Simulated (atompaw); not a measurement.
# Cutoff test, Al (Z = 13), PAW (atompaw)

Al, PAW, made with atompaw 4.2.0.5 (LDA (PW92), scalar-relativistic). Core [Ne], reference 3s2 3p1. Waves: 3s (bound): rc 1.55 bohr; 3s channel at 1.05 Ry: rc 3.00 bohr; 3p (bound): rc 3.00 bohr; 3p channel at 0.8 Ry: rc 3.00 bohr. Local part: troulliermartins scheme with l = 2 at 0 Ry, radius 2.70 bohr. Core correction: smooth core density matched at 2.00 bohr. Augmentation charge: besselshape compensation charge, radius 2.20 bohr; PAW radius 3.00 bohr; waves and projectors: custom rrkj vanderbiltortho.

The pseudo-atom Hamiltonian at the reference potential is diagonalised in spherical Bessel functions j_l(qr) that vanish at 20 bohr, with q² up to the cutoff. All-electron valence levels (Ry): 3s -0.5755, 3p -0.2046.

Question: How do the lowest levels (Ry) of each channel move with the cutoff, and are there ghosts?

Answer:

```
cutoff (Ry)     s #1     s #2     p #1    d #1    d #2    f #1  Σ f·Δε (mRy)
          8  -0.5640  -0.0220  -0.2045  0.0467  0.1236  0.1040          23.0
         10  -0.5681  -0.0221  -0.2046  0.0467  0.1233  0.1040          14.9
         12  -0.5719  -0.0223  -0.2046  0.0466  0.1231  0.1040           7.3
         15  -0.5742  -0.0224  -0.2046  0.0466  0.1231  0.1040           2.5
         18  -0.5753  -0.0224  -0.2046  0.0466  0.1230  0.1040           0.5
         21  -0.5753  -0.0224  -0.2046  0.0466  0.1230  0.1040           0.4
         25  -0.5753  -0.0224  -0.2046  0.0466  0.1230  0.1040           0.3
        400  -0.5755  -0.0224  -0.2046  0.0466  0.1230  0.1040           0.0
```

Result: no extra level below or beside the all-electron valence levels (s, p, d, f tested); 10 mRy is reached at 12 Ry and 1 mRy at 18 Ry.
